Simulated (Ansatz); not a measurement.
Two isomers of C2H10AlNSi: A = `C[SiH](C)[AlH][NH2]`, B = `[CH3][AlH][NH]C[SiH3]`.

Gas-phase electronic energies from Ansatz, PBE0-D4/def2-TZVP geometries. CBS: MP2 limit from def2 TZ/QZ plus the TZ coupled-cluster correction, frozen cores. Functionals use def2-TZVPP. B3LYP here is the variant with VWN-RPA as its local correlation; programs differ in this. Each species was taken in one conformer, which may not be the lowest.

Q: Which is lower in electronic energy at CCSD(T)/CBS, and by how much? (Estimate.)

A: Ansatz gave: A, by 90.9 kJ/mol.

Q: Give E(B) − E(A) in kJ/mol with ωB97M-V, B3LYP, CCSD(T)/def2-TZVPP, MP2/def2-TZVPP, B3LYP-D4, PBE0-D4, HF/def2-TZVPP. (An estimate is asked.)

A: Ansatz gave: ωB97M-V 83.4, B3LYP 84.6, CCSD(T)/def2-TZVPP 88.1, MP2/def2-TZVPP 87.0, B3LYP-D4 84.8, PBE0-D4 96.6, HF/def2-TZVPP 80.8. None reverses the order clearly.

Largest T1 diagnostic: 0.012.

In def2-TZVPP, CCSD(T) changes the Hartree–Fock value by +7.4 kJ/mol (the triples alone add +0.5 kJ/mol) and MP2 by +6.2 kJ/mol.
